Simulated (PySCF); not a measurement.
5,5-difluorocyclopenta-1,3-diene (C₅H₄F₂), SMILES FC1(F)C=CC=C1. Geometry: PBE-D3(BJ)/def2-SVP. The values are those of a single conformer.

Computed equilibrium geometry at PBE-D3(BJ)/def2-SVP (PySCF confirms it by a frequency run) as a Z-matrix, and its point group (one conformer of several):
point group C2v.
```
C
F 1 1.3732
F 1 1.3732 2 106.45
C 1 1.5249 2 111.59 3 121.96
C 4 1.3497 1 108.17 2 120.53
H 4 1.0970 5 129.15 1 180.00
H 5 1.0990 4 126.34 6 0.00
C 5 1.4939 7 123.91 4 180.00
C 8 1.3497 5 109.75 7 180.00
H 9 1.0970 8 129.15 5 180.00
H 8 1.0990 9 126.34 10 0.00
```
